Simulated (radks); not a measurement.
Removal energies from the silver ion Ag10+, [Kr] 4d1, by Delta-SCF beside the eigenvalue of the level emptied. Method: non-relativistic Kohn-Sham, PBE, spin-polarised, spherical densities, point nucleus; computed with a radial shooting solver on a logarithmic mesh with Libxc functionals. Open shells are filled with parallel spins first.

removed from    final configuration  Delta-SCF (eV)  -eigenvalue (eV)
4d                             [Kr]          190.16            179.31
4p            [Ar] 3d10 4s2 4p5 4d1          246.79            235.25
4s            [Ar] 3d10 4s1 4p6 4d1          280.87            268.95
3d             [Ar] 3d9 4s2 4p6 4d1          590.31            563.81
